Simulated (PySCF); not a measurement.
Gas-phase reaction: 2 GaHCl2 + 4 H → Ga2H6 + 4 Cl

Energies from PySCF, thermal terms from the rigid-rotor harmonic-oscillator model, ideal gas at 1 bar. † marks an energy on the PBE0/def2-TZVP geometry and frequencies; other levels use their own. MP2 and CCSD(T) freeze the core. Open shells (unrestricted): H (multiplicity 2), Cl (multiplicity 2); the rest are closed-shell singlets. Spin-orbit splitting is ignored; it lowers the true energy and changes the entropy of Cl. B3LYP is the form with VWN-RPA correlation. Ga: all electrons, no relativistic terms. GaHCl2, Ga2H6: computed as isolated molecules; such fragments, hydroxides, amides, oligomers or adducts are transient or little studied in the gas. MP2 isn't extrapolated to the basis-set limit. CCSD(T) isn't extrapolated to the basis-set limit.

| level | ΔH°(298 K), kJ |
|---|---|
| B3LYP/def2-TZVP† | 276 |
| CCSD(T)/def2-SVP† | … |
| CCSD(T)/def2-TZVPP† | … |
| MP2/def2-TZVPP† | 406 |
| PBE/def2-TZVP† | … |
| PBE0/def2-TZVP | … |
| r2SCAN/def2-TZVP† | 343 |
| LDA/def2-TZVP† | 405 |

Task: Some entries are withheld; supply them.

Result: 
- CCSD(T)/def2-SVP†, ΔH°(298 K), kJ: 275
- CCSD(T)/def2-TZVPP†, ΔH°(298 K), kJ: 284
- PBE/def2-TZVP†, ΔH°(298 K), kJ: 372
- PBE0/def2-TZVP, ΔH°(298 K), kJ: 352
